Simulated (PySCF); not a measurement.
**Spin-rotation constants: `InChI=1S/C2H8SSi/c3-1-2-4/h3H,1-2H2,4H3`**

Geometry (Å), atoms numbered from 1 in this order:
```xyz
12

Si    1.829    0.161   -0.020
C    -0.014    0.132   -0.442
C    -0.887   -0.424    0.673
S    -2.656   -0.563    0.258
H     2.323   -1.225    0.246
H     2.610    0.744   -1.154
H     2.070    0.988    1.204
H    -0.157   -0.459   -1.362
H    -0.323    1.162   -0.690
H    -0.596   -1.457    0.922
H    -0.779    0.161    1.600
H    -2.871    0.757    0.069
```

Theory: PySCF 2.14.0, GIAO B3LYP/6-31++G** magnetisability, rotational g tensor and spin-rotation constants, non-relativistic, gas phase. Geometry: PBE0-D3(BJ)/def2-SVP.

Question: Give the nuclear spin-rotation constants along the inertial axes (H = +C I·J) beside the isotropic shieldings.

Answer: Rotational constants 20.9053, 1.4303, 1.3933 GHz. A star marks the isotopologue with that one atom substituted, in its own axes.
```tsv
atom	isotope	Caa (kHz)	Cbb (kHz)	Ccc (kHz)	mean (kHz)	σ (ppm)
H5	1H	-1.805	-0.063	-0.019	-0.629	27.8
H6	1H	-0.819	-0.017	-0.126	-0.321	27.6
H7	1H	-1.798	-0.082	-0.002	-0.627	27.8
H8	1H	-2.116	-0.103	-0.030	-0.750	30.2
H9	1H	-2.205	-0.083	-0.057	-0.782	30.7
H10	1H	-2.122	-0.080	-0.035	-0.746	29.4
H11	1H	-2.226	-0.088	0.003	-0.770	28.6
H12	1H	-2.659	-0.104	-0.018	-0.927	30.0
Si1	29Si*	-9.713	-0.732	-0.717	-3.721	459.3
C2	13C*	2.658	0.191	0.211	1.020	171.6
C3	13C*	2.874	0.203	0.234	1.104	163.2
S4	33S*	3.986	0.309	0.399	1.565	551.7
```
For the geometry as given, no vibrational averaging.
